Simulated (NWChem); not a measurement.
# Correlation energy of thionyl fluoride (F2OS)

```xyz
4

O     -1.3917    -0.3297     0.0000
S     -0.1604     0.4112     0.0000
F      0.7611    -0.2190     1.1690
F      0.7611    -0.2190    -1.1690
```
Charge 0, spin multiplicity 1.

The numbers come from NWChem runs, not from measurements. Structure: optimised with PBE0/def2-SVP, a minimum by its harmonic frequencies.

Basis set: 3-21G. Each correlation energy counts from its own Hartree-Fock reference.

The correlated methods keep 8 core orbitals frozen. Coupled-cluster values serve here as a point of comparison, not as the truth.

| method | correlation energy (mHa) |
|---|---|
| CCSD(T) | -452.7 |
| MP2 | (withheld) |
| SCS-MP2 | (withheld) |
| CR-CCSD(T) | (withheld) |
| CR-CCSD[T] | -452.0 |
| CCSD | -439.0 |
| CCSD+T(CCSD) | (withheld) |

Question: What belongs in the gaps?

Answer: 
- MP2, correlation energy (mHa): -443.0
- SCS-MP2, correlation energy (mHa): -428.0
- CR-CCSD(T), correlation energy (mHa): -450.0
- CCSD+T(CCSD), correlation energy (mHa): -455.3
